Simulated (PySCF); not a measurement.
A homologous series of growing length: n-germane mercapto/mercapto. All species are isolated molecules in the gas phase. One relaxed conformer stands for each flexible species; it need not be the lowest. Strings in code marks are SMILES.

Method: PBE-D3(BJ)/def2-TZVP // B3LYP-D3(BJ)/def2-SVP (PySCF). 

| n | species | LUMO (eV) |
|---|---|---|
| 2 | `[SH][GeH2][GeH2][SH]` | -1.76 |
| 3 | `[GeH2]([SH])[GeH2][GeH2][SH]` | -2.02 |
| 4 | `[SH][GeH2][GeH2][GeH2][GeH2][SH]` | -2.07 |
| 5 | `[GeH2]([GeH2][GeH2][SH])[GeH2][GeH2][SH]` | -2.10 |
| 6 | `[GeH2]([GeH2][GeH2][GeH2][GeH2][SH])[GeH2][SH]` | -2.21 |

Fit the LUMO to a + b/n by least squares and give the limit of the infinite chain.

a = -2.39 eV and b = 1.23 eV, with a largest residual of 0.04 eV. The limit a is a rough one, since such series level off at large n.
